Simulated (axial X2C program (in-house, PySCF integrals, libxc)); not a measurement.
## Spectroscopic constants of ZrN⁻

Computed with an in-house relativistic program for diatomic molecules. Spin-free means the one-electron spin-free X2C Hamiltonian; two-component (2c) means X2C with spin–orbit coupling and atomic mean-field two-electron Coulomb and Gaunt terms, so the difference of the two also holds small scalar two-electron terms. Basis: Zr dyall-acv3z [12s13p10d6f3g], N dyall-av3z [7s7p3d2f] (cores contracted in-house); Gaussian nuclei, density fitting, unrestricted open shells. Masses: Zr 89.905 u, N 14.003 u.

State, spin-free: M_S = 0, Λ = 0 (closed shell); electrons by block: σα: 12, σβ: 12, π+α: 5, π+β: 5, π-α: 5, π-β: 5, δ+α: 1, δ+β: 1, δ-α: 1, δ-β: 1. Fragments: Zr- + N.

State, 2c: Ω = 0 (closed shell); electrons by block: 1/2: 17, -1/2: 17, 3/2: 6, -3/2: 6, 5/2: 1, -5/2: 1. Fragments: Zr- + N.

```json
{"Hamiltonian": "spin-free", "level": "PBE0", "Re (Å)": "1.701", "ωe (cm⁻¹)": "1033.5", "ωexe (cm⁻¹)": "2.87", "Be (cm⁻¹)": "0.4807", "αe (cm⁻¹)": "0.00194", "De (eV)": "6.95", "D0 (eV)": "6.89", "μ (D)": "-0.77"}
{"Hamiltonian": "spin-free", "level": "HF", "Re (Å)": "1.673", "ωe (cm⁻¹)": "1085.9", "ωexe (cm⁻¹)": "2.4", "Be (cm⁻¹)": "0.4972", "αe (cm⁻¹)": "0.00176", "De (eV)": "2.29", "D0 (eV)": "2.22", "μ (D)": "-0.09"}
{"Hamiltonian": "spin-free", "level": "MP2", "Re (Å)": "1.769", "ωe (cm⁻¹)": "917.3", "ωexe (cm⁻¹)": "3.37", "Be (cm⁻¹)": "0.4445", "αe (cm⁻¹)": "0.00208", "De (eV)": "8.43", "D0 (eV)": "8.37", "μ (D)": "n/a"}
{"Hamiltonian": "spin-free", "level": "CCSD", "Re (Å)": "1.724", "ωe (cm⁻¹)": "1004.3", "ωexe (cm⁻¹)": "2.89", "Be (cm⁻¹)": "0.4681", "αe (cm⁻¹)": "0.0019", "De (eV)": "6.69", "D0 (eV)": "6.62", "μ (D)": "n/a"}
{"Hamiltonian": "spin-free", "level": "CCSD(T)", "Re (Å)": "1.747", "ωe (cm⁻¹)": "946.3", "ωexe (cm⁻¹)": "3.19", "Be (cm⁻¹)": "0.4557", "αe (cm⁻¹)": "0.00208", "De (eV)": "7.16", "D0 (eV)": "7.10", "μ (D)": "n/a"}
{"Hamiltonian": "spin-free", "level": "BP86", "Re (Å)": "1.731", "ωe (cm⁻¹)": "976.0", "ωexe (cm⁻¹)": "3.1", "Be (cm⁻¹)": "0.4642", "αe (cm⁻¹)": "0.00206", "De (eV)": "7.73", "D0 (eV)": "7.67", "μ (D)": "-1.10"}
{"Hamiltonian": "2c", "level": "PBE0", "Re (Å)": "1.701", "ωe (cm⁻¹)": "1033.8", "ωexe (cm⁻¹)": "2.87", "Be (cm⁻¹)": "0.4809", "αe (cm⁻¹)": "0.00194", "De (eV)": "6.92", "D0 (eV)": "6.85", "μ (D)": "-0.76"}
{"Hamiltonian": "2c", "level": "HF", "Re (Å)": "1.672", "ωe (cm⁻¹)": "1086.4", "ωexe (cm⁻¹)": "2.4", "Be (cm⁻¹)": "0.4974", "αe (cm⁻¹)": "0.00176", "De (eV)": "2.25", "D0 (eV)": "2.19", "μ (D)": "-0.08"}
{"Hamiltonian": "2c", "level": "MP2", "Re (Å)": "1.769", "ωe (cm⁻¹)": "917.1", "ωexe (cm⁻¹)": "3.35", "Be (cm⁻¹)": "0.4447", "αe (cm⁻¹)": "0.00208", "De (eV)": "8.45", "D0 (eV)": "8.39", "μ (D)": "n/a"}
{"Hamiltonian": "2c", "level": "CCSD", "Re (Å)": "1.724", "ωe (cm⁻¹)": "1004.5", "ωexe (cm⁻¹)": "2.89", "Be (cm⁻¹)": "0.4683", "αe (cm⁻¹)": "0.0019", "De (eV)": "6.65", "D0 (eV)": "6.59", "μ (D)": "n/a"}
{"Hamiltonian": "2c", "level": "CCSD(T)", "Re (Å)": "1.747", "ωe (cm⁻¹)": "946.2", "ωexe (cm⁻¹)": "3.19", "Be (cm⁻¹)": "0.4559", "αe (cm⁻¹)": "0.00208", "De (eV)": "7.12", "D0 (eV)": "7.07", "μ (D)": "n/a"}
{"Hamiltonian": "2c", "level": "BP86", "Re (Å)": "1.731", "ωe (cm⁻¹)": "976.1", "ωexe (cm⁻¹)": "3.11", "Be (cm⁻¹)": "0.4644", "αe (cm⁻¹)": "0.00206", "De (eV)": "7.71", "D0 (eV)": "7.65", "μ (D)": "-1.08"}
```

Correlated methods: 10 electrons correlated (number of frozen shells: Zr 4 s, 3 p, 1 d; N 1 s), 326 virtual spin orbitals or spinors in MP2, 90 natural virtuals in coupled cluster.

Dipoles are positive if N is the positive end and refer to the centre of mass.

The state is one determinant whose occupation by symmetry is held fixed; it was picked as the lowest of a PBE0 search that is not exhaustive. Closed shells are restricted here (equal orbitals for both partners); the stretched side of such a curve lies too high. Dissociation energies refer to the lowest single-determinant-based atoms at the same level and basis. Coupled cluster ran in a truncated set of natural virtual spinors; the MP2 energy of the rest was added. (T) has no such correction and the atoms are truncated less, which lowers De at CCSD(T) by a hundredth of an eV or more. Without a current term, density functionals place determinants with orbital angular momentum somewhat too high. The outer-core s and p shells of the metal are frozen in the correlated rows, which leaves out core–valence correlation; for alkali and alkaline-earth bonds that tends to lengthen them. The highest occupied level of some functionals is positive through self-interaction error; at Hartree–Fock it is bound. The T1 diagnostic is large, a sign of multireference character. With the outer-core shells frozen, correlated bond lengths of heavy atoms tend to come out a few hundredths of an ångström too long. Hartree–Fock gets electron affinities wrong, so its lowest charge split need not be the true one.

Rough cost a point (2c) on 1 thread(s) of a shared host, integrals apart: PBE0 1.6 s, HF 1 s, CCSD(T) 5 s, BP86 1 s.

The whole task took 3.6 min on 1 thread of AMD EPYC 7B13 (Zen 3), on a shared host.
